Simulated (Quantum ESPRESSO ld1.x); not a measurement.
Results of a calculation; reference values are marked as such.
Question: Radial electron density D(r) = 4 pi r^2 rho(r) of an atom or ion with 61 electrons. Code: ld1.x of Quantum ESPRESSO 7.5. Model: scalar-relativistic Kohn-Sham, LDA (Slater exchange, VWN5 correlation), spin-polarised, spherical densities, point nucleus.

```
   r/bohr * D(r) (the largest magnitude, 113, reaches the edge; | marks zero)
0.0009202 | *
 0.001277 |  *
 0.001773 |    *
 0.002462 |       *
 0.003417 |            *
 0.004744 |                  *
 0.006586 |                          *
 0.009142 |                                  *
  0.01269 |                                        *
  0.01748 |                                        *
  0.02426 |                                     *
  0.03368 |                                     *
  0.04675 |                                             *
   0.0649 |                                                      *
   0.0901 |                                                *
   0.1251 |                                        *
   0.1736 |                                               *
    0.241 |                                       *
   0.3319 |                     *
   0.4608 |                      *
   0.6396 |                   *
   0.8879 |        *
    1.233 |    *
    1.711 |  *
    2.375 |*
    3.297 *
    4.577 *
    6.304 *
    8.751 *
    12.15 *
    16.86 *
```

What is the nuclear charge?

Answer: Z = 64. The innermost maximum, from 1s, lies near gamma/Z bohr with gamma = sqrt(1 - (Z/c)^2) = 0.884, here 0.0138 bohr (found: 0.0151), and its height grows with Z. The density is that of the gadolinium ion Gd3+ in [Xe] 4f6 6f1; the configuration itself is not fixed sharply by these data, and Z only to a few units. D(r) has 5 maxima, at r = 0.0151, 0.0676, 0.188, 0.515, 7.58 bohr, and minima at 0.0289, 0.124, 0.371, 4.47 bohr, inside which lie 1.93, 11.17, 29.33, 60.17 electrons.
